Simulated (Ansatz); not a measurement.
A nudged elastic band was laid between two geometries of C$_{2}$H$_{8}$GeN$_{2}$O (14 atoms, charge 0, multiplicity 1).

All numbers below come from Ansatz, RHF/def2-SVP.

```
movable images  : 7
climbing image  : yes
spring          : 5.0 eV/Å²
optimiser       : quadratic models (default)
start path      : through a guess of the saddle point
force threshold : 0.05 eV/Å
iteration limit : 60
end points      : relaxed
```

First end point:

```xyz
14
Properties=species:S:1:pos:R:3
N 1.879 0.680 0.607
C 0.493 1.039 0.560
N -0.379 0.168 -0.221
Ge -0.946 -1.527 0.348
C -0.791 0.531 -1.456
O -1.466 -0.156 -2.160
H 2.280 0.598 -0.310
H 2.037 -0.181 1.098
H 0.407 2.046 0.151
H 0.121 1.085 1.583
H -0.361 -1.649 1.763
H -2.468 -1.582 0.395
H -0.360 -2.611 -0.553
H -0.457 1.531 -1.777
```

Last end point:

```xyz
14
Properties=species:S:1:pos:R:3
N 1.867 0.825 0.065
C 0.516 0.917 0.562
N -0.383 0.068 -0.193
Ge -1.161 -1.520 0.422
C -0.651 0.384 -1.485
O -1.344 -0.283 -2.190
H 2.468 1.500 0.504
H 2.257 -0.087 0.222
H 0.199 1.959 0.478
H 0.412 0.646 1.617
H -0.668 -1.633 1.872
H -2.682 -1.409 0.387
H -0.661 -2.710 -0.394
H -0.182 1.313 -1.838
```

(1) Which bonds break or form, and what moves?

(2) Give the energies along the band, and the barrier.

(3) What is the geometry of the highest image?

(4) What are the harmonic wavenumbers there?

The band took 31 iterations and about 22 core-minutes.

Answers

(1) No bond is made or broken. The height of N1 over the plane of its neighbours goes from -0.34 to 0.36 Å.

(2) It converged. The highest image is number 5 of 0 to 8, 3.6 kcal/mol above the first end and 2.2 kcal/mol above the last; the last end lies 1.4 kcal/mol above the first. A vibrational analysis at the climbing image gives one clearly imaginary mode, 634i cm⁻¹: a first-order saddle point.

| image | path coordinate (Å) | energy (kcal/mol) | height of N1 over the plane of its neighbours (Å) |
| --- | --- | --- | --- |
| 0 | 0.00 | 0.0 | -0.34 |
| 1 | 0.15 | 0.0 | -0.34 |
| 2 | 0.31 | 0.2 | -0.33 |
| 3 | 0.46 | 1.0 | -0.26 |
| 4 | 0.61 | 2.7 | -0.13 |
| 5 | 0.76 | 3.6 | 0.03 |
| 6 | 1.62 | 2.8 | 0.33 |
| 7 | 2.48 | 1.9 | 0.36 |
| 8 | 3.33 | 1.4 | 0.36 |

(3) 
```xyz
14
Properties=species:S:1:pos:R:3:forces:R:3
N 1.823 0.475 0.529 -0.03 -0.03 0.00
C 0.504 0.995 0.512 -0.01 0.01 -0.01
N -0.463 0.186 -0.221 0.03 -0.01 -0.01
Ge -0.946 -1.538 0.327 0.01 0.00 0.00
C -0.893 0.565 -1.443 -0.02 0.01 0.01
O -1.592 -0.102 -2.144 0.00 0.00 0.00
H 2.398 0.509 -0.284 0.01 0.00 0.01
H 2.229 0.131 1.368 0.02 0.01 0.00
H 0.471 1.998 0.079 0.01 0.00 -0.01
H 0.169 1.094 1.544 0.00 0.01 0.00
H -0.373 -1.661 1.745 0.00 0.00 0.00
H -2.467 -1.656 0.368 0.00 0.00 0.00
H -0.323 -2.588 -0.590 0.00 0.00 0.00
H -0.550 1.564 -1.759 0.00 0.00 0.00
```

(4) 634i, 76, 122, 175, 197, 258, 306, 317, 532, 593, 653, 698, 775, 935, 944, 961, 967, 1174, 1216, 1235, 1287, 1426, 1508, 1540, 1562, 1613, 1749, 1955, 2247, 2280, 2298, 3154, 3192, 3262, 3850, 3986 cm⁻¹.

Time of the run: 12 min on 2 threads of Arm Neoverse V1, with other jobs on the host, peak memory 0.44 GiB.
